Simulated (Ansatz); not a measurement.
Calculated with Ansatz (gas phase, PBE0-D4/def2-TZVP geometries, no zero-point term in ΔE). CCSD(T)/CBS is the MP2 limit (def2-TZVPP, def2-QZVPP) plus CCSD(T) − MP2 in def2-TZVPP, frozen cores. Functionals use def2-TZVPP. B3LYP here is the variant with VWN-RPA as its local correlation; programs differ in this. For Ge outer-core shells are correlated without core-valence functions, which leaves a few kJ/mol of doubt a bond. Scalar relativity is left out up to krypton. Each species was taken in one conformer, which may not be the lowest.

Reaction (cleavage of the Si–Ge bond): `[SiH3][GeH2][SiH3]` + `[OH][GeH2][OH]` → `[OH][GeH2][O][SiH3]` + `[SiH3][GeH3]`

`[SiH3][GeH2][SiH3]`:

Z-matrix (Å, degrees):
```
Si
Ge 1 2.379
H 1 1.487 2 109.7
H 1 1.487 2 109.7 3 119.3
H 1 1.487 2 111.0 3 -120.4
Si 2 2.379 1 111.0 3 -60.0
H 2 1.541 1 109.6 3 178.9
H 2 1.541 1 109.6 3 61.1
H 6 1.487 2 109.7 1 59.5
H 6 1.487 2 111.0 1 179.8
H 6 1.487 2 109.7 1 -59.8
```

`[OH][GeH2][OH]`:

```xyz
7

O     0.973   -0.287   -1.189
Ge    0.277    0.140    0.388
O    -1.301    0.924    0.189
H     0.745   -1.173   -1.477
H     0.117   -1.149    1.220
H     1.177    1.216    0.985
H    -1.990    0.330   -0.116
```

`[OH][GeH2][O][SiH3]`:

Z-matrix (Å, degrees):
```
Ge
O 1 1.769
O 1 1.771 2 108.9
H 1 1.530 2 110.0 3 -114.4
H 1 1.534 2 105.0 3 119.8
Si 2 1.638 1 134.0 3 55.1
H 3 0.960 1 113.2 2 67.9
H 6 1.490 2 110.9 1 36.0
H 6 1.487 2 110.9 1 -84.7
H 6 1.485 2 108.1 1 155.8
```

`[SiH3][GeH3]`:

Z-matrix (Å, degrees):
```
Si
Ge 1 2.378
H 1 1.487 2 110.1
H 1 1.487 2 110.1 3 -120.0
H 1 1.487 2 110.1 3 120.0
H 2 1.538 1 110.6 3 179.7
H 2 1.538 1 110.6 3 -60.3
H 2 1.538 1 110.6 3 59.7
```

| level | ΔE (kJ/mol) |
| --- | --- |
| PBE-D4 | -59.8 |
| B3LYP | -83.2 |

Problem. What does CCSD(T)/CBS give? (An estimate is asked.)

Solution. The calculation gave: -81.2 kJ/mol. The listed levels differ from it by 21.4, -2.0 kJ/mol.

Largest T1 diagnostic among the species: 0.012.

In def2-TZVPP, CCSD(T) changes the Hartree–Fock value by +26.7 kJ/mol (the triples alone add +3.3 kJ/mol) and MP2 by +23.9 kJ/mol. From PBE to PBE0 (25 % exact exchange), in def2-TZVPP and without D4, ΔE moves by −7.6 kJ/mol.
